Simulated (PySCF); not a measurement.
# Yb(CH3)2 at several levels of theory

Computed with PySCF 2.14.0 (density fitting, no spin-orbit coupling) at the geometry relaxed with PBE0:

```xyz
9
Yb(CH3)2 (singlet in the valence; each metal's 4f electrons, 14 of them, lie in its core potential, out of spins and levels)
Yb    0.0000    0.0000   -0.4776
C     2.1213    0.0000    0.8417
H     3.0702    0.0000    0.2719
H     2.1591    0.8834    1.5090
H     2.1591   -0.8834    1.5090
C    -2.1213    0.0000    0.8417
H    -3.0702    0.0000    0.2719
H    -2.1591   -0.8834    1.5090
H    -2.1591    0.8834    1.5090
```

```
level                                              basis    state  HOMO (eV)  gap (eV)  charge on Yb1 (e)  population of f-type functions on Yb1 (polarisation alone where 4f lies in the core)  dipole about the centre of mass (D)  largest force component (eV/Å)
 PBE0  Yb lcecp-0-SVP with ECP60, C def2-SVP, H def2-SVP  singlet          –         –               0.73                                                                                  0.00                                 5.56                            0.01
  PBE                                           the same  singlet          –         –               0.59                                                                                  0.00                                 4.87                            0.20
 BP86                                           the same  singlet          –         –               0.59                                                                                  0.00                                 4.89                            0.23
```

In the lcecp rows the 4f levels are missing from HOMO and gap, and the state counts the valence alone.

Charges are Mulliken's, which hang on the basis. The relaxation used the grid (50, 194), these runs (75, 302) or, all-electron (x2c bases, spin-free X2C Hamiltonian), (99, 590).

(1) What does PBE0 with Yb lcecp-0-TZVP with ECP60, C def2-TZVP, H def2-TZVP give here?

An lcecp potential fixes the number of 4f electrons, so in runs with it no electron can move into or out of that shell.

## Answers

(1) state singlet, charge on Yb1 (e) 1.20, population of f-type functions on Yb1 (polarisation alone where 4f lies in the core) 0.01, dipole about the centre of mass (D) 5.83, largest force component (eV/Å) 0.24. Time: 13 s on 2 threads of Intel(R) Xeon(R) Platinum 8488C (Sapphire Rapids), on a shared host, from free ions and atoms.
